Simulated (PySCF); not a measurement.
# Field gradients at the hydrogen positions

C₅H₉F₃OP₂.
Z-matrix (Å and degrees, GFN2-xTB geometry), rows numbered from 1:
```
O 
C   1  1.4027
C   2  1.5324  1  113.78
C   3  1.5272  2  112.10  1    69.88
P   4  1.8806  3  110.32  2    65.31
P   5  2.0332  4  109.38  3  -160.27
C   6  1.8999  5  108.73  4     1.41
C   7  1.5038  6  108.02  5    94.05
F   8  1.3431  7  112.86  6   177.61
F   8  1.3502  7  112.19  6   -63.04
F   8  1.3360  7  112.49  6    56.60
H   1  0.9639  2  109.61  3   -68.57
H   2  1.1031  1  110.85  3   123.12
H   2  1.0927  1  105.36  3  -119.88
H   3  1.0923  2  108.65  1   -50.91
H   3  1.0908  2  108.49  1  -168.56
H   4  1.0904  3  109.22  2   -58.50
H   4  1.0951  3  109.48  2  -176.85
H   7  1.0920  6  107.91  5  -149.88
H   7  1.0902  6  114.54  5   -28.30
```

Level: PBE0/pcSseg-1 (PySCF, non-relativistic); Q(2H) = 0.00286 b; rigid geometry, the same for H and D, with no vibrational averaging.

Question: Rank these positions by the coupling χzz of a deuteron there, largest first.
A. H20 (methylene hydrogen)
B. H13 (methylene hydrogen)
C. H14 (methylene hydrogen)
D. H12 (hydroxyl hydrogen)

Answer: D (310 kHz), A (204 kHz), C (199 kHz), B (185 kHz).

Q: Tabulate Vzz, the asymmetry η and χzz = 234.96 MHz × Q × Vzz for every hydrogen position.

A: 
| atom | bonded to | bond length (Å) | Vzz (au) | η | χzz (kHz) |
| --- | --- | --- | --- | --- | --- |
| H12 | O1 | 0.964 | 0.4616 | 0.14 | 310 |
| H13 | C2 | 1.103 | 0.2753 | 0.04 | 185 |
| H14 | C2 | 1.093 | 0.2957 | 0.06 | 199 |
| H15 | C3 | 1.092 | 0.3022 | 0.03 | 203 |
| H16 | C3 | 1.091 | 0.3038 | 0.03 | 204 |
| H17 | C4 | 1.090 | 0.3063 | 0.04 | 206 |
| H18 | C4 | 1.095 | 0.3028 | 0.01 | 203 |
| H19 | C7 | 1.092 | 0.3001 | 0.04 | 202 |
| H20 | C7 | 1.090 | 0.3043 | 0.04 | 204 |

Q: Average by the element that carries the hydrogen.

A: on O: 310 kHz over 1 position, mean bond length 0.964 Å; on C: 201 kHz over 8 positions, mean bond length 1.093 Å.

Q: How does χzz go with the bond length over the 8 C–H bonds?

A: A straight-line fit has a slope of -14.7 kHz for each 0.01 Å, with a correlation coefficient of -0.93, over lengths from 1.090 to 1.103 Å. The longer bonds have the smaller couplings here.

Q: A static deuteron (I = 1) shows a doublet split by (3/2)χ, (3/4)χ(1 + η) and (3/4)χ(1 − η) with the field along z, y and x of the gradient. What are these for H16?

A: With |χ| = 204.2 kHz and η = 0.028: 306, 157 and 149 kHz, to first order and without motion.

One conformer (not necessarily the lowest) at the GFN2-xTB geometry, without solvent, vibrations or thermal averaging. GFN2-xTB bond lengths can be off by several hundredths of an ångström, more for odd bonds, and the gradients follow them. The small basis limits the accuracy of the gradients.
